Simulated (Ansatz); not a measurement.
`C[SiH2]O[SiH2]F` → `O[SiH2]F` + `C[SiH]`  (silylene formation by 1,1-elimination)

Gas-phase electronic energies from Ansatz, PBE0-D4/def2-TZVP geometries. CCSD(T)/CBS adds triple-zeta CCSD(T) − MP2 to the extrapolated MP2 energy (def2 sets, frozen cores). This one scheme is used for every species. Functionals use def2-TZVPP. Each species was taken in one conformer, which may not be the lowest.

Task: Is it downhill or uphill in electronic energy at CCSD(T)/CBS, and by how much? (Estimate.)

Result: Ansatz gave: Uphill: ΔE = +3.60 eV.

Task: What do these levels give: BLYP-D4, BHLYP-D4, ωB97X-V, B2PLYP, revPBE, BLYP, HF/def2-SVP, MP2/def2-SVP, CCSD(T)/def2-SVP, CCSD(T)/def2-TZVPP, HF/def2-QZVPP, MP2/CBS(def2)? (Best estimate.)

Result: Computed: BLYP-D4 3.41, BHLYP-D4 3.77, ωB97X-V 3.69, B2PLYP 3.56, revPBE 3.19, BLYP 3.22, HF/def2-SVP 3.52, MP2/def2-SVP 3.61, CCSD(T)/def2-SVP 3.39, CCSD(T)/def2-TZVPP 3.54, HF/def2-QZVPP 3.66, MP2/CBS(def2) 3.80 eV.

Largest T1 diagnostic among the species: 0.012.

From PBE to PBE0 (25 % exact exchange), in def2-TZVPP and without D4, ΔE moves by +0.18 eV. The D4 term adds +0.15 eV with B3LYP and +0.09 eV with PBE0; it sums over pairs of atoms, weighted by their polarisabilities, and B3LYP, whose exchange is more repulsive, gets the larger term.

B3LYP here is the variant with VWN-RPA as its local correlation; programs differ in this.
